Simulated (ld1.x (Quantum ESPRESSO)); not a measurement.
## An all-electron radial function and its pseudo partner (gallium (Ga))

Columns: radius, all-electron u(r) and pseudo u(r) of the 3d shell (level -19.15 eV) of gallium in the configuration [Ar] 3d10 4s2 4p1; PBE, scalar-relativistic, PAW scheme, ld1.x (Quantum ESPRESSO) 7.5.

| r (bohr) | all-electron | pseudo |
| --- | --- | --- |
| 0.125 | 0.2263 | 0.0109 |
| 0.250 | 0.6837 | 0.0792 |
| 0.375 | 0.9855 | 0.2285 |
| 0.500 | 1.0928 | 0.4340 |
| 0.625 | 1.0730 | 0.6361 |
| 0.750 | 0.9912 | 0.7726 |
| 0.875 | 0.8868 | 0.8122 |
| 1.000 | 0.7795 | 0.7667 |
| 1.125 | 0.6783 | 0.6782 |
| 1.250 | 0.5868 | 0.5868 |
| 1.375 | 0.5060 | 0.5060 |
| 1.500 | 0.4355 | 0.4355 |
| 1.625 | 0.3745 | 0.3745 |
| 1.750 | 0.3219 | 0.3219 |
| 1.875 | 0.2767 | 0.2767 |
| 2.000 | 0.2378 | 0.2378 |
| 2.125 | 0.2044 | 0.2044 |
| 2.250 | 0.1757 | 0.1757 |
| 2.375 | 0.1511 | 0.1511 |
| 2.500 | 0.1299 | 0.1299 |
| 2.625 | 0.1116 | 0.1116 |
| 2.750 | 0.0960 | 0.0960 |
| 2.875 | 0.0825 | 0.0825 |
| 3.000 | 0.0710 | 0.0710 |
| 3.125 | 0.0610 | 0.0610 |
| 3.250 | 0.0524 | 0.0524 |

**Question.** How many radial nodes do the two functions have?

**Answer.** The all-electron 3d function has n − l − 1 = 0; the pseudo-wave has 0.

**Question.** At about which radius was the pseudo-wave matched?

**Answer.** 1.25 bohr, where the columns begin to agree (steps of 0.12 bohr).

**Question.** Is the pseudo-wave norm-conserving?

**Answer.** No, it belongs to a PAW set: the norm inside the radius is not constrained, and the difference is carried by the augmentation charge.
